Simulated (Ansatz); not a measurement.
Stepwise reaction of `C[O][AlH][O]C` with ammonia, as a gas-phase model of exchange steps in deposition or etching. ΔE in kJ/mol.

Gas-phase electronic energies from Ansatz, PBE0-D4/def2-TZVP geometries. CBS: MP2 limit from def2 TZ/QZ plus the TZ coupled-cluster correction, frozen cores. This one scheme is used for every species. Functionals use def2-TZVPP. B3LYP here is the variant with VWN-RPA as its local correlation; programs differ in this. One conformer a species, not always the lowest.

| step | reaction | PBE-D4 | B3LYP-D4 | ωB97M-V | CCSD(T)/CBS |
| --- | --- | --- | --- | --- | --- |
| 1 | `C[O][AlH][O]C` + NH₃ → `C[O][AlH][NH2]` + CH₃OH | 42.6 | 47.3 | 43.7 | 43.3 |
| 2 | `C[O][AlH][NH2]` + NH₃ → `[NH2][AlH][NH2]` + CH₃OH | 44.2 | 48.3 | 45.7 | 45.1 |

Q: By hand: ΔE of the 2 steps together at CCSD(T)/CBS.

A: (43.3) + (45.1) = 88.4 kJ/mol, or 44.2 kJ/mol a step.

In ΔE the steps differ by no more than 1.8 kJ/mol. All are uphill at CCSD(T)/CBS. PBE-D4 differs from CCSD(T)/CBS by -0.9 to -0.7 kJ/mol a step. Isolated molecules leave out the surface, adducts and barriers. Largest T1 diagnostic: 0.012.
